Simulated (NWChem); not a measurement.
System: CrO$_{2}$Cl$_{2}$; SMILES [O]=[Cr](=[O])([Cl])[Cl]

Output (shortened):

```
             Northwest Computational Chemistry Package (NWChem) 7.3.0
             --------------------------------------------------------

 C2V symmetry detected

                             Geometry "geometry" -> ""
                             -------------------------

 Output coordinates in angstroms (scale by  1.889725989 to convert to a.u.)

  No.       Tag          Charge          X              Y              Z
 ---- ---------------- ---------- -------------- -------------- --------------
    1 Cr                  24.0000     0.00000000     0.00000000     0.35356943
    2 O                    8.0000     0.00000000    -1.23964900     1.24198843
    3 O                    8.0000     0.00000000     1.23964900     1.24198843
    4 Cl                  17.0000     1.74635800     0.00000000    -0.83404357
    5 Cl                  17.0000    -1.74635800     0.00000000    -0.83404357

 Effective nuclear repulsion energy (a.u.)     491.6609008635

      Symmetry information
      --------------------

 Group name             C2v
 Group number             16
 Group order               4
 No. of unique centers     3

                                 NWChem DFT Module
                                 -----------------

 Summary of "ao basis" -> "ao basis" (spherical)
 ------------------------------------------------------------------------------
       Tag                 Description            Shells   Functions and Types
 ---------------- ------------------------------  ------  ---------------------
 Cr                         def2-svp                11       31   5s3p2d1f
 O                          def2-svp                 6       14   3s2p1d
 Cl                         def2-svp                 8       18   4s3p1d

      Symmetry analysis of basis
      --------------------------

        a1         37
        a2         12
        b1         24
        b2         22

            General Information
            -------------------
          SCF calculation type: DFT
          Wavefunction type:  closed shell.
          No. of atoms     :     5
          No. of electrons :    74
           Alpha electrons :    37
            Beta electrons :    37
          Charge           :     0
          Spin multiplicity:     1
          Use of symmetry is: on ; symmetry adaption is: on
          Maximum number of iterations: 150
          AO basis - number of functions:    95
                     number of shells:    39
          Convergence on energy requested:  1.00D-06
          Convergence on density requested:  1.00D-05
          Convergence on gradient requested:  5.00D-04

              XC Information
              --------------
                         PBE0 Method XC Functional
                     Hartree-Fock (Exact) Exchange  0.250
          PerdewBurkeErnzerhof Exchange Functional  0.750
            Perdew 1991 LDA Correlation Functional  1.000 local
           PerdewBurkeErnz. Correlation Functional  1.000 non-local

             Grid Information
             ----------------
          Grid used for XC integration:  medium
          Radial quadrature: Mura-Knowles
          Angular quadrature: Lebedev.
          Tag              B.-S. Rad. Rad. Pts. Rad. Cut. Ang. Pts.
          ---              ---------- --------- --------- ---------
          Cr                  1.40      112           9.0       590
          O                   0.60       49           8.0       434
          Cl                  1.00       88           9.0       590
          Grid pruning is: on
          Number of quadrature shells:   249
          Spatial weights used:  Erf1

      Superposition of Atomic Density Guess
      -------------------------------------

 Sum of atomic energies:       -2111.06197691

      Non-variational initial energy
      ------------------------------

 Total energy =   -2111.140750
 1-e energy   =   -3889.408436
 2-e energy   =    1286.606785
 HOMO         =      -0.442529
 LUMO         =      -0.076948

      Symmetry analysis of molecular orbitals - initial
      -------------------------------------------------

  Numbering of irreducible representations:

     1 a1          2 a2          3 b1          4 b2

  Orbital symmetries:

     1 a1          2 a1          3 b1          4 a1          5 b2
     6 a1          7 b1          8 a1          9 b2         10 a1
    11 b1         12 a1         13 b1         14 b2         15 a1
    16 b1         17 a2         18 a1         19 b2         20 a1
    21 b1         22 a1         23 b2         24 a1         25 b1
    26 a1         27 a2         28 b2         29 b1         30 a1
    31 a1         32 b1         33 b2         34 a1         35 b2
    36 a2         37 b1         38 a1         39 a2         40 b1
    41 a1         42 a1         43 b2         44 a1         45 b2
    46 a1         47 b1

     ---------------------------------------------
      Total Density - Mulliken Population Analysis
     ---------------------------------------------

    Atom       Charge   Shell Charges
 -----------   ------   -------------------------------------------------------
    1 Cr  24    20.85   2.00  2.00  2.01  0.25  0.01  6.00  6.03  0.43  1.33  0.78  0.02
    2 O    8     9.14   1.99  1.17  0.77  3.22  1.98  0.01
    3 O    8     9.14   1.99  1.17  0.77  3.22  1.98  0.01
    4 Cl  17    17.43   2.00  1.99  1.23  0.70  5.94  2.20  3.36  0.01
    5 Cl  17    17.43   2.00  1.99  1.23  0.70  5.94  2.20  3.36  0.01

   convergence    iter        energy       DeltaE   RMS-Dens  Diis-err
 ---------------- ----- ----------------- --------- --------- ---------
 d= 0,ls=0.0,diis     1  -2112.7609703746 -2.60D+03  6.46D-02  1.13D+01
 d= 0,ls=0.0,diis     2  -2095.1855150056  1.76D+01  5.79D-02  9.41D+01
 d= 0,ls=0.0,diis     3  -2113.6905557550 -1.85D+01  2.37D-02  3.71D+00
 d= 0,ls=0.0,diis     4  -2113.8304226644 -1.40D-01  1.22D-02  2.35D+00
 d= 0,ls=0.0,diis     5  -2114.1548227186 -3.24D-01  7.70D-04  5.97D-02
  Resetting Diis
 d= 0,ls=0.0,diis     6  -2114.1503556885  4.47D-03  2.11D-04  1.15D-01
 d= 0,ls=0.0,diis     7  -2114.1474026976  2.95D-03  9.42D-03  1.51D-01
 d= 0,ls=0.0,diis     8  -2113.5899323748  5.57D-01  7.82D-03  7.93D+00
 d= 0,ls=0.0,diis     9  -2114.1585459466 -5.69D-01  4.27D-04  1.32D-02
 d= 0,ls=0.0,diis    10  -2114.1595412795 -9.95D-04  1.44D-04  4.86D-04
 d= 0,ls=0.0,diis    11  -2114.1596000301 -5.88D-05  1.69D-05  2.28D-05
 d= 0,ls=0.0,diis    12  -2114.1596018959 -1.87D-06  5.66D-06  5.46D-07
 d= 0,ls=0.0,diis    13  -2114.1596019591 -6.31D-08  1.69D-06  2.63D-08

         Total DFT energy =    -2114.159601959054
      One electron energy =    -3889.362845901177
           Coulomb energy =     1404.832468667086
    Exchange-Corr. energy =     -121.290125588465
 Nuclear repulsion energy =      491.660900863503

 Numeric. integr. density =       73.999994035817

                  Occupations of the irreducible representations
                  ----------------------------------------------

                     irrep           alpha         beta
                     --------     --------     --------
                     a1               16.0         16.0
                     a2                3.0          3.0
                     b1               10.0         10.0
                     b2                8.0          8.0

                       DFT Final Molecular Orbital Analysis
                       ------------------------------------

 Vector   35  Occ=2.000000D+00  E=-3.631070D-01  Symmetry=b2
              MO Center=  2.6D-14, -2.7D-14, -3.8D-02, r^2= 4.3D+00
   Bfn.  Coefficient  Atom+Function         Bfn.  Coefficient  Atom+Function
  ----- ------------  ---------------      ----- ------------  ---------------
    71      0.360594  4 Cl py                89      0.360594  5 Cl py
    68      0.273182  4 Cl py                86      0.273182  5 Cl py
    37     -0.251733  2 O  pz                51      0.251733  3 O  pz
    40     -0.184774  2 O  pz                54      0.184774  3 O  pz
    36     -0.169844  2 O  py                50     -0.169844  3 O  py

 Vector   36  Occ=2.000000D+00  E=-3.591799D-01  Symmetry=a2
              MO Center= -5.2D-15, -4.8D-15, -5.7D-01, r^2= 4.3D+00
   Bfn.  Coefficient  Atom+Function         Bfn.  Coefficient  Atom+Function
  ----- ------------  ---------------      ----- ------------  ---------------
    71      0.434939  4 Cl py                89     -0.434939  5 Cl py
    68      0.326153  4 Cl py                86     -0.326153  5 Cl py
    65      0.188207  4 Cl py                83     -0.188207  5 Cl py
    35      0.176194  2 O  px                49     -0.176194  3 O  px
    38      0.127384  2 O  px                52     -0.127384  3 O  px

 Vector   37  Occ=2.000000D+00  E=-3.566796D-01  Symmetry=b1
              MO Center=  6.9D-14, -6.1D-15, -6.6D-01, r^2= 4.3D+00
   Bfn.  Coefficient  Atom+Function         Bfn.  Coefficient  Atom+Function
  ----- ------------  ---------------      ----- ------------  ---------------
    72      0.357136  4 Cl pz                90     -0.357136  5 Cl pz
    70      0.272001  4 Cl px                88      0.272001  5 Cl px
    69      0.268538  4 Cl pz                87     -0.268538  5 Cl pz
    67      0.203872  4 Cl px                85      0.203872  5 Cl px
    66      0.154813  4 Cl pz                84     -0.154813  5 Cl pz

[...]
```

Level: PBE0/def2-SVP. All runs use the structure optimised with PBE0/def2-SVP.

**Question.** Which NWChem input produces such a log?

**Answer.** One answer among several that fit: the input that was run:
```
start job
memory heap 200 mb stack 900 mb global 1100 mb
geometry units angstroms noautoz
  Cr     0.000000     0.000000     0.339516
  O      0.000000    -1.239649     1.227935
  O      0.000000     1.239649     1.227935
  Cl     1.746358     0.000000    -0.848097
  Cl    -1.746358     0.000000    -0.848097
end
basis spherical
  * library def2-svp
end
dft
  xc pbe0
  iterations 150
  mulliken
end
task dft energy
```
